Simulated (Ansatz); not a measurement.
H2OTe (SMILES O[TeH]) moved off its minimum; all values from Ansatz (an electronic-structure program), cores frozen in correlated methods. Elements past Kr take the def2 small-core potentials, without spin–orbit coupling.
(charge 0, multiplicity 1)
```xyz
4

Te    -0.1913    -0.0814     0.2052
H     -1.4077    -0.3890    -0.8597
O      1.2429     0.2559    -1.1292
H      1.1790     1.1466    -1.4172
```

Forces at MP2/def2-TZVPPD (eV/Å):

```csv
atom,Fx,Fy,Fz
Te1,0.360,0.147,0.096
H2,-0.095,-0.044,-0.230
O3,-0.128,-1.494,0.506
H4,-0.137,1.391,-0.372
```

### Question
Give the forces (eV/Å), the total energy and the dipole at CCSD(T)/def2-TZVPPD.

### Answer

```tsv
atom	Fx	Fy	Fz
Te1	0.443	0.159	0.269
H2	-0.222	-0.077	-0.349
O3	-0.107	-1.374	0.435
H4	-0.113	1.292	-0.354
```
Energy -343.4635 hartree, dipole 1.50 D.
